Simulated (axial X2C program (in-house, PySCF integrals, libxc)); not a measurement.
**Br₂: nuclear properties from DFT to coupled cluster**

Computed with an in-house all-electron X2C program for linear molecules (integrals from PySCF): two-component X2C with atomic mean-field Coulomb and Gaunt terms, Gaussian nuclei, basis Br dyall-acv3z with contracted cores.

R = 2.288 Å (near the PBE0 minimum at charge 0 of the determinant lowest at the starting distance; the state shown can have its own minimum elsewhere); state Ω = 0 (closed shell).

| level | qzz Br (a.u.) |
| --- | --- |
| PBE0 | 11.53 |
| HF | 11.88 |
| B3LYP | 11.59 |

qzz is the electric field gradient, eQq0 = 234.96 MHz × Q/barn × qzz. The operators were transformed with the bare-nucleus X2C matrices; with these basis sets, hyperfine constants and field gradients can be off by tens of per cent, and where levels differ in sign neither size nor sign is settled.

Finite-field MP2, CCSD and CCSD(T), with 14 electrons correlated in 130 natural virtual spinors (MP2 remainder added):

| level | qzz Br (a.u.) |
| --- | --- |
| MP2 | 11.03 |
| CCSD | 10.99 |
| CCSD(T) | 10.85 |

T1 = 0.008 (Lee–Taylor). One unrestricted determinant, the lowest of a limited PBE0 search, is the reference; the functionals treat spin collinearly. Correlation of the inner shells is missing, which matters for properties at the nucleus. Number of frozen shells: Br 3 s, 2 p, 1 d.

Question: By how much does correlation change each value, CCSD(T) against HF?

Answer: qzz Br -9 %.
